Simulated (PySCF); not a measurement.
Lowest triplet excitation (TDA) (eV) of eight silicon and germanium compounds: TDDFT-PBE beside TDDFT-ωB97X, computed with PySCF for isolated molecules in the bases named; differences from unrounded values. The eight are the first of their class met in an unordered collection, after screening for sound electronic states; none was chosen by its value. Each molecule has one DFT geometry for both levels.

| molecule | basis | TDDFT-ωB97X | TDDFT-PBE | difference |
|---|---|---|---|---|
| chlorosilylformaldehyde (CH3ClOSi), SMILES C([SiH2]Cl)=O | def2-SVPD | 2.62 | ? | ? |
| methoxymethyl(silyl)silane (C₂H₁₀OSi₂), SMILES [SiH3][SiH2]COC | def2-SVPD | 6.56 | 5.53 | -1.04 |
| C₂H₇FGe, SMILES C[CH2][GeH2][F] | def2-SVPD | 7.33 | ? | ? |
| Ge(F)3(OH) (F3GeHO), SMILES [OH][Ge]([F])([F])[F] | def2-SVPD | 7.40 | ? | ? |
| C₃H₆N₂Si, SMILES [SiH2]1N=CN=C1C | def2-SVPD | 3.30 | 2.63 | -0.68 |
| C2H5FN2Si, SMILES N[Si@@H]1C=N[C@@H]1F | def2-SVPD | 3.44 | 3.03 | -0.41 |
| dichloro(silyloxy)silane (Cl2H4OSi2), SMILES Cl[SiH](Cl)O[SiH3] | def2-SVPD | 7.64 | 6.51 | -1.13 |
| dichloro(silyl)silane (Cl2H4Si2), SMILES [SiH3][SiH](Cl)Cl | def2-SVPD | 6.05 | 5.32 | -0.74 |

Problem. Fill in the missing entries. (Estimate from the structure and the level; the computed values follow.)

Solution. 
- Ge(F)3(OH) (F3GeHO), SMILES [OH][Ge]([F])([F])[F], TDDFT-PBE: 6.06
- Ge(F)3(OH) (F3GeHO), SMILES [OH][Ge]([F])([F])[F], difference: -1.34
- C₂H₇FGe, SMILES C[CH2][GeH2][F], TDDFT-PBE: 6.30
- C₂H₇FGe, SMILES C[CH2][GeH2][F], difference: -1.03
- chlorosilylformaldehyde (CH3ClOSi), SMILES C([SiH2]Cl)=O, TDDFT-PBE: 2.39
- chlorosilylformaldehyde (CH3ClOSi), SMILES C([SiH2]Cl)=O, difference: -0.23

TDDFT-PBE lies below TDDFT-ωB97X in 8 and above it in 0 of the eight; the mean signed difference is -0.82 and the largest -1.34 eV.
